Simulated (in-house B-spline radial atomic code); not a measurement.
Successive ionisation energies of thallium; each step leads to the configuration of the next row (after the last: [Ar] 3d10 4s1). Dirac energy differences include first-order Breit, QED and recoil terms. NIST's values go from ground level to ground level; the uncertainty of those that are theory runs from under 0.1 % in few-electron ions to several per cent in heavy many-electron ones. Computed with a B-spline radial code for spherical atoms: Dirac-Hartree-Fock, average of the configuration, finite nuclei.

```json
{"ion": "Tl43+", "configuration": "[Kr] 4d2", "ionisation energy (eV)": "2119.9", "tabulated value (eV)": "2140", "tabulated kind": "tabulated theory", "computed minus tabulated (eV)": "-20", "highest orbital": "4d5/2", "largest mean radius (bohr)": "0.37524"}
{"ion": "Tl44+", "configuration": "[Kr] 4d1", "ionisation energy (eV)": "2183.2", "tabulated value (eV)": "2202", "tabulated kind": "tabulated theory", "computed minus tabulated (eV)": "-19", "highest orbital": "4d5/2", "largest mean radius (bohr)": "0.37335"}
{"ion": "Tl45+", "configuration": "[Ar] 3d10 4s2 4p6", "ionisation energy (eV)": "2497.8", "tabulated value (eV)": "2447", "tabulated kind": "tabulated theory", "computed minus tabulated (eV)": "51", "highest orbital": "4p3/2", "largest mean radius (bohr)": "0.37148"}
{"ion": "Tl46+", "configuration": "[Ar] 3d10 4s2 4p5", "ionisation energy (eV)": "2560.9", "tabulated value (eV)": "2508", "tabulated kind": "tabulated theory", "computed minus tabulated (eV)": "53", "highest orbital": "4p3/2", "largest mean radius (bohr)": "0.36937"}
{"ion": "Tl47+", "configuration": "[Ar] 3d10 4s2 4p4", "ionisation energy (eV)": "?", "tabulated value (eV)": "?", "tabulated kind": "tabulated theory", "computed minus tabulated (eV)": "?", "highest orbital": "?", "largest mean radius (bohr)": "?"}
{"ion": "Tl48+", "configuration": "[Ar] 3d10 4s2 4p3", "ionisation energy (eV)": "2688.4", "tabulated value (eV)": "2635", "tabulated kind": "tabulated theory", "computed minus tabulated (eV)": "53", "highest orbital": "4p3/2", "largest mean radius (bohr)": "0.36566"}
{"ion": "Tl49+", "configuration": "[Ar] 3d10 4s2 4p2", "ionisation energy (eV)": "?", "tabulated value (eV)": "?", "tabulated kind": "tabulated theory", "computed minus tabulated (eV)": "?", "highest orbital": "?", "largest mean radius (bohr)": "?"}
{"ion": "Tl50+", "configuration": "[Ar] 3d10 4s2 4p1", "ionisation energy (eV)": "2817.8", "tabulated value (eV)": "2925", "tabulated kind": "tabulated theory", "computed minus tabulated (eV)": "-107", "highest orbital": "4p3/2", "largest mean radius (bohr)": "0.36204"}
{"ion": "Tl51+", "configuration": "[Ar] 3d10 4s2", "ionisation energy (eV)": "3094.8", "tabulated value (eV)": "3094", "tabulated kind": "tabulated theory", "computed minus tabulated (eV)": "1", "highest orbital": "4s1/2", "largest mean radius (bohr)": "0.34492"}
```

(1) Fill in the row of Tl47+.

(2) Fill in the row of Tl49+.

Where a p, d or f electron is removed, the computed value is a mean over both j, so it misses the tabulated one by a part of the spin-orbit splitting; averaging over terms and missing correlation add to the gap, relatively most at low charge.

## Answers

(1) ionisation energy (eV): 2624.4; tabulated value (eV): 2574; computed minus tabulated (eV): 50; highest orbital: 4p3/2; largest mean radius (bohr): 0.36751.

(2) ionisation energy (eV): 2752.9; tabulated value (eV): 2854; computed minus tabulated (eV): -101; highest orbital: 4p3/2; largest mean radius (bohr): 0.36384.
